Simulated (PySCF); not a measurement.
Species: `C=C[SiH2][Si@](C)(N)P`. The columns A, B, C and D hold Mulliken, IAO, Hirshfeld and ESP-fitted charges (e) of one PBE0/pcSseg-1 density (PySCF), in a shuffled order. Coordinates in Å (GFN2-xTB); the density's dipole moment is (0.35, -0.45, -0.87) D.

```csv
atom,x,y,z,A,B,C,D
C1,3.283,-0.437,-0.419,-0.086,-0.283,-0.158,-0.472
C2,2.197,0.174,-0.864,-0.135,-0.405,-0.463,+0.019
Si3,0.964,1.118,0.198,+0.230,+0.431,+0.415,-0.076
Si4,-1.126,0.077,0.084,+0.290,+0.747,+0.504,+0.723
C5,-1.121,-1.752,0.629,-0.216,-0.709,-0.608,-0.519
N6,-1.557,0.032,-1.599,-0.319,-0.836,-0.620,-1.044
P7,-2.787,1.051,1.309,-0.053,-0.149,-0.212,-0.438
H8,3.558,-0.411,0.624,+0.043,+0.143,+0.115,+0.205
H9,3.952,-0.986,-1.065,+0.048,+0.149,+0.118,+0.176
H10,1.971,0.111,-1.922,+0.042,+0.154,+0.133,+0.091
H11,1.495,1.203,1.567,-0.079,-0.109,-0.075,-0.035
H12,0.921,2.503,-0.308,-0.081,-0.108,-0.062,-0.028
H13,-2.119,-2.181,0.593,+0.041,+0.156,+0.145,+0.148
H14,-0.479,-2.343,-0.016,+0.042,+0.161,+0.147,+0.124
H15,-0.759,-1.855,1.647,+0.040,+0.156,+0.139,+0.121
H16,-2.308,-0.578,-1.884,+0.116,+0.261,+0.194,+0.390
H17,-1.633,0.903,-2.102,+0.112,+0.258,+0.193,+0.396
H18,-2.078,1.035,2.496,-0.016,-0.008,+0.046,+0.110
H19,-2.383,2.344,1.026,-0.018,-0.009,+0.047,+0.109
```

Which column most likely holds the ESP-fitted charges?

D. Σ q r misses the density's dipole by 0.09 D (D), 0.87 D (A), 1.82 D (B), 2.44 D (C). Charges fitted to the outside potential are the only set here that is tied to the molecule's multipoles.

And the Hirshfeld charges?

A. The mean sizes are 0.105 e (A), 0.231 e (C), 0.275 e (D), 0.275 e (B), and Hirshfeld charges are commonly the smallest of these schemes.

As computed, A = Hirshfeld, B = IAO, C = Mulliken, D = ESP-fitted. Hydrogens on carbon: Hirshfeld +0.04 to +0.05, IAO +0.14 to +0.16, Mulliken +0.11 to +0.15, ESP-fitted +0.09 to +0.21 e.

The Hirshfeld scheme divides the density at each point in proportion to the densities of the neutral, spherically averaged free atoms. The IAO scheme counts the electrons in orthogonalised intrinsic atomic orbitals, a minimal basis polarised so that it spans the occupied orbitals exactly.

Geometry: GFN2-xTB, one conformer, isolated molecule.

The values belong to the conformer `[CH2:1]=[CH:2][SiH2:3][Si@:4]([CH3:5])([NH2:6])[PH2:7]`: C1–C2–Si3–Si4 -117°, C2–Si3–Si4–C5 58°, H–N6–Si4–Si3 165°, H–N6–Si4–Si3 -60°, H–P7–Si4–Si3 -54°, H–P7–Si4–Si3 39°.
